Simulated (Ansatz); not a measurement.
Basis-set series for Cl3GaH2S, SMILES `[SH2+][Ga-]([Cl])([Cl])[Cl]`. The species carries charge 0 and has multiplicity 1. All single points use the PBE0-D4/def2-TZVP geometry. It is one conformer, not always the lowest.

```xyz
7

S     0.027    1.295   -0.903
Ga    0.409   -0.775    0.479
Cl    1.272   -2.028   -1.031
Cl    1.694    0.063    1.977
Cl   -1.613   -1.213    1.067
H    -0.780    1.880    0.001
H    -1.008    0.778   -1.590
```

```csv
functional,basis,functions,energy (Eh),HOMO (eV),LUMO (eV)
PBE0-D4,def2-TZVPP,244,-3704.25592,-8.81,-1.08
PBE0-D4,def2-QZVPP,429,-3704.35148,-8.86,-1.17
ωB97M-V,def2-TZVPP,244,-3704.89893,-11.09,0.96
ωB97M-V,def2-QZVPP,429,-3704.99069,-11.15,0.52
```

(1) Give the rows for def2-SVP. (Estimate.)

## Answers

(1) The calculation gave: 
```json
{"functional": "PBE0-D4", "basis": "def2-SVP", "functions": "114", "energy (Eh)": "-3703.39497", "HOMO (eV)": "-8.59", "LUMO (eV)": "-0.71"}
{"functional": "ωB97M-V", "basis": "def2-SVP", "functions": "114", "energy (Eh)": "-3704.04621", "HOMO (eV)": "-10.80", "LUMO (eV)": "1.40"}
```

Positive LUMOs are unbound and depend on the basis. Scalar relativity is left out up to krypton.

All numbers were calculated with Ansatz.
